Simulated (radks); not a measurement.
Results of a calculation; reference values are marked as such.
Question: Spherical quantum dot in the effective-mass picture: electrons in a parabolic well V = omega^2 r^2 / 2 with omega = 0.121, with a point charge +1 (a donor) at the centre, all in effective atomic units (hartree* = m*/eps^2 hartree, bohr* = eps/m* bohr), one dielectric constant everywhere. Level of theory: non-relativistic Kohn-Sham, exchange-only LDA, spin-polarised, spherical densities (a radial shooting solver with Libxc functionals). Levels are named by radial order and angular momentum (1s, 1p, 1d, 2s, ...), and open shells are averaged over m. At N = 4 the configuration is 1s2 1p(up 2, down 0). Does electron 5 go into 1p up or 2s up or 1p down?

Answer: Into 1p up. The total energies of the other choices lie higher by 0.0237 hartree* (2s up), 0.0519 hartree* (1p down).
